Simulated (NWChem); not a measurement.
Species: InI2Cl; SMILES [Cl][In]([I])[I]

```xyz
4

In     0.0000     0.0000    -0.5560
Cl     0.0000     0.0000    -2.8918
I      2.3205     0.0000     0.7208
I     -2.3205     0.0000     0.7208
```
Atoms are numbered in this order, from 1.

Computed with NWChem. Coordinates come from a PBE0/def2-SVP optimisation. def2 effective core potentials on In, I; no spin-orbit coupling. Vertical excitations in the gas phase; the lowest state need not have the same character in each row.

```csv
level,"lowest excitation, singlet (eV)",oscillator strength of that lowest state,orbital gap (eV)
"PBE/def2-SVP, TDA",3.17,0.005,2.98
"B3LYP/def2-SVP, TDA",(withheld),0.008,(withheld)
"LDA (Slater exchange, VWN5)/def2-SVP, TDA",3.05,0.005,2.85
```

Q: Some entries are withheld; supply them.

A: 
- B3LYP/def2-SVP, TDA, lowest excitation, singlet (eV): 3.51
- B3LYP/def2-SVP, TDA, orbital gap (eV): 4.37
